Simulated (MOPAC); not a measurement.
Input for MOPAC: PM6 on BH3S (SMILES BS), a point of a torsion scan.

```
PM6 1SCF PRECISE CHARGE=0 THREADS=1
BH3S

B     -0.56021100 1    -0.05121094 1    -0.00215913 1
S      1.07409492 1    -0.68164108 1     0.35742008 1
H     -1.43428367 1    -0.79735370 1    -0.20047969 1
H     -0.79405227 1     1.04874546 1     0.32297530 1
H      1.19850915 1    -0.09297599 1     1.54119575 1
```

Output:

```
*******************************************************************************
 **                                                                           **
 **                              MOPAC v23.2.5                                **
 **                                                                           **
 *******************************************************************************
 ** MOPAC's Digital Object Identifier: https://doi.org/10.5281/zenodo.6511958 **
 **                                                                           **
 ** Please cite the open-source release paper for use of this MOPAC version:  **
 ** J. E. Moussa and J. J. P. Stewart (2026)                                  **
 ** MOPAC: An open-source semiempirical molecular orbital program             **
 ** J. Open Source Softw., 11(119), 8025, https://doi.org/10.21105/joss.08025 **
 *******************************************************************************

                              PM6 CALCULATION RESULTS

 *******************************************************************************
 *  PM6        - The PM6 Hamiltonian to be used
 *
 *
 *
 *                 CHARGE ON SYSTEM = 0
 *
 *
 *
 *  PRECISE    - TIGHTER CRITERIA TO BE USED
 *  1SCF       - DO 1 SCF AND THEN STOP
 *  THREADS=1  - MULTI-THREADING NOT USED
 *  T=         - A TIME OF 172800.0 SECONDS REQUESTED
 *  DUMP=N     - RESTART FILE WRITTEN EVERY 7200.0 SECONDS REQUESTED
 *******************************************************************************
PM6 1SCF PRECISE CHARGE=0 THREADS=1
 BH3S

   ATOM   CHEMICAL          X               Y               Z
  NUMBER   SYMBOL      (ANGSTROMS)     (ANGSTROMS)     (ANGSTROMS)

     1       B         -0.56021100  *  -0.05121094  *  -0.00215913  *
     2       S          1.07409492  *  -0.68164108  *   0.35742008  *
     3       H         -1.43428367  *  -0.79735370  *  -0.20047969  *
     4       H         -0.79405227  *   1.04874546  *   0.32297530  *
     5       H          1.19850915  *  -0.09297599  *   1.54119575  *



          CARTESIAN COORDINATES

    NO.       ATOM           X           Y           Z

     1         B         -0.5602     -0.0512     -0.0022
     2         S          1.0741     -0.6816      0.3574
     3         H         -1.4343     -0.7974     -0.2005
     4         H         -0.7941      1.0487      0.3230
     5         H          1.1985     -0.0930      1.5412

 General Reference for PM6:
 "Optimization of Parameters for Semiempirical Methods V: Modification of NDDO Approximations
 and Application to 70 Elements", J. J. P. Stewart, J. Mol. Mod., 13, 1173-1213 (2007)
 URL: https://link.springer.com/article/10.1007/s00894-007-0233-4

           Empirical Formula: H3 B S  =     5 atoms



      MOLECULAR POINT GROUP   :   C1


      RHF CALCULATION, NO. OF DOUBLY OCCUPIED LEVELS = 6


 -------------------------------------------------------------------------------
 PM6 1SCF PRECISE CHARGE=0 THREADS=1
 BH3S



     1SCF WAS SPECIFIED, SO BFGS WAS NOT USED
     SCF FIELD WAS ACHIEVED


                              PM6 CALCULATION
                                                       MOPAC v23.2.5 Linux




          FINAL HEAT OF FORMATION =         12.55983 KCAL/MOL =      52.55032 KJ/MOL


          COSMO AREA              =         82.80 SQUARE ANGSTROMS
          COSMO VOLUME            =         66.09 CUBIC ANGSTROMS

          IONIZATION POTENTIAL    =          9.375768 EV
          HOMO LUMO ENERGIES (EV) =         -9.376 -0.713
          NO. OF FILLED LEVELS    =          6
          MOLECULAR WEIGHT        =         45.8937         POINT GROUP:  C1

          MOLECULAR DIMENSIONS (Angstroms)

            Atom       Atom       Distance
            H     5    H     3     3.23437
            H     4    S     2     2.26589
            S     2    H     3     0.64278


          SCF CALCULATIONS        =          1





   ATOM   CHEMICAL          X               Y               Z
  NUMBER   SYMBOL      (ANGSTROMS)     (ANGSTROMS)     (ANGSTROMS)

     1       B         -0.56021100  *  -0.05121094  *  -0.00215913  *
     2       S          1.07409492  *  -0.68164108  *   0.35742008  *
     3       H         -1.43428367  *  -0.79735370  *  -0.20047969  *
     4       H         -0.79405227  *   1.04874546  *   0.32297530  *
     5       H          1.19850915  *  -0.09297599  *   1.54119575  *

                             CARTESIAN COORDINATES

   1    B       -0.560211000    -0.051210940    -0.002159130
   2    S        1.074094920    -0.681641080     0.357420080
   3    H       -1.434283670    -0.797353700    -0.200479690
   4    H       -0.794052270     1.048745460     0.322975300
   5    H        1.198509150    -0.092975990     1.541195750


           Empirical Formula: H3 B S  =     5 atoms



      MOLECULAR POINT GROUP   :   C1


                  EIGENVALUES
 -29.96003 -17.36544 -13.97285 -12.31753 -10.68111  -9.37577  -0.71344   0.22411
   0.91230   2.11593   2.21777   2.27412   2.34336   3.47728   4.43762   5.64678


              NET ATOMIC CHARGES AND DIPOLE CONTRIBUTIONS

  ATOM NO.   TYPE          CHARGE      No. of ELECS.   s-Pop       p-Pop       d-Pop
    1          B           0.051997        2.9480     1.13200     1.81600
    2          S          -0.331453        6.3315     1.91070     4.28541     0.13535
    3          H           0.052757        0.9472     0.94724
    4          H           0.031818        0.9682     0.96818
    5          H           0.194881        0.8051     0.80512
 DIPOLE           X         Y         Z       TOTAL
 POINT-CHG.    -1.213     0.944     0.872     1.767
 HYBRID         0.678    -0.027    -0.367     0.771
 SUM           -0.535     0.917     0.505     1.175


          ATOMIC ORBITAL ELECTRON POPULATIONS

     Atom    s        px        py        pz      x^2-y^2     xz        z^2       yz        xy
    1  B   1.13200   0.71176   0.87243   0.23181
    2  S   1.91070   1.36775   1.65147   1.26619   0.02013   0.01422   0.04102   0.04123   0.01875
    3  H   0.94724
    4  H   0.96818
    5  H   0.80512

 **********************
 *                    *
 * JOB ENDED NORMALLY *
 *                    *
 **********************




 == MOPAC DONE ==
```

The run finished.

Cost: roughly 0.03 core-seconds.
